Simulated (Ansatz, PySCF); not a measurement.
Species: chloro(trihydroxy)silane, sum formula H3SiO3Cl, net charge 0, singlet state. 
Geometry from a B3LYP-D3(BJ)/def2-TZVP (Ansatz, a quantum-chemistry and plane-wave program) optimisation:
```
Si
O 1 1.6239
H 2 0.9605 1 118.77
O 1 1.6239 2 109.56 3 174.57
H 4 0.9605 1 118.77 2 -65.22
O 1 1.6239 2 109.56 3 -65.22
H 6 0.9605 1 118.77 2 174.57
Cl 1 2.0713 2 109.39 3 54.67
```

Wanted: vertical ionisation energy (to the doublet state of charge +1; each state is the SCF solution reached for its spin; the molecule has degenerate orbitals, so one determinant may break the symmetry), in eV. Cores are frozen in the correlated levels unless marked. Open shells are spin-unrestricted. No spin-orbit coupling. Non-relativistic. Basis-set limits of correlation are two-point, X^-3; Hartree-Fock from the larger set.

| level | program | vertical ionisation energy (eV) |
|---|---|---|
| HF/aug-cc-pV(D+d)Z | Ansatz | 11.10 |
| HF/aug-cc-pV(T+d)Z | Ansatz | 11.06 |
| HF/aug-cc-pV(Q+d)Z | Ansatz | 11.05 |
| SVWN5/def2-TZVPD | Ansatz | 11.01 |
| PBE/def2-TZVPD | Ansatz | 10.80 |
| r2SCAN/def2-TZVPD | Ansatz | 11.08 |
| B3LYP/def2-TZVPD | Ansatz | 11.37 |
| PBE0/def2-TZVPD | Ansatz | 11.44 |
| BHLYP/def2-TZVPD | Ansatz | 11.78 |
| CAM-B3LYP/def2-TZVPD | Ansatz | 11.75 |
| wB97M-V/def2-TZVPD | Ansatz | 11.80 |
| wB97X-V/def2-TZVPD | Ansatz | 11.84 |
| B2PLYP/def2-TZVPD | Ansatz | 11.66 |
| MP2/aug-cc-pV(D+d)Z | Ansatz | 11.96 |
| RI-MP2/aug-cc-pV(T+d)Z | Ansatz | 12.10 |
| RI-MP2/aug-cc-pV(Q+d)Z | Ansatz | 12.19 |
| RI-MP2/CBS(aug-cc-pV(T+d)Z,aug-cc-pV(Q+d)Z) | Ansatz | 12.26 |
| SCS-MP2/aug-cc-pV(D+d)Z | Ansatz | 11.88 |
| CCSD/aug-cc-pV(D+d)Z | Ansatz | 11.74 |
| CCSD(T)/aug-cc-pV(D+d)Z | Ansatz | 11.71 |

For comparison, minus the highest occupied orbital energy (PySCF): 10.61 eV at CAM-B3LYP/def2-TZVPD, 12.75 eV at HF/def2-TZVPD, 10.64 eV at M06-2X/def2-TZVPD.
